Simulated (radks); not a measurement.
Values are calculated unless marked as measured or tabulated.
All-electron atom: Bi79+ in [He] 2s2.

Level of theory: Dirac Kohn-Sham, PBE, spin-unpolarised, spherical densities, point nucleus (a radial shooting solver on a logarithmic mesh with Libxc functionals).

Energy parts (eV):
total: -258207.63
kinetic: 327256.23
electron-nucleus: -589612.36
Hartree: 6362.14
exchange-correlation: -2213.64

Orbitals (lengths in bohr, moments of r in powers of bohr):
| orbital | occ. | eigenvalue (eV) | <r^4> | <1/r> | <r^2> | small-component weight |
|---|---|---|---|---|---|---|
| 1s1/2 | 2 | -101031.0 | 3.255e-07 | 103.7 | 0.0003430 | 1.01e-01 |
| 2s1/2 | 2 | -25191.54 | 0.00003941 | 26.83 | 0.004771 | 2.52e-02 |

The highest occupied level is 2s1/2 at -25192 eV. For comparison, the ionisation energy in NIST's Atomic Spectra Database is 25260 eV (theoretical). In exact Kohn-Sham theory the highest level is minus the ionisation energy, but local and semilocal functionals leave it too shallow, through self-interaction and a potential that decays too fast; potentials with the right tail come closer. The density falls to 0.001 e/bohr^3 at r = 0.25 bohr.
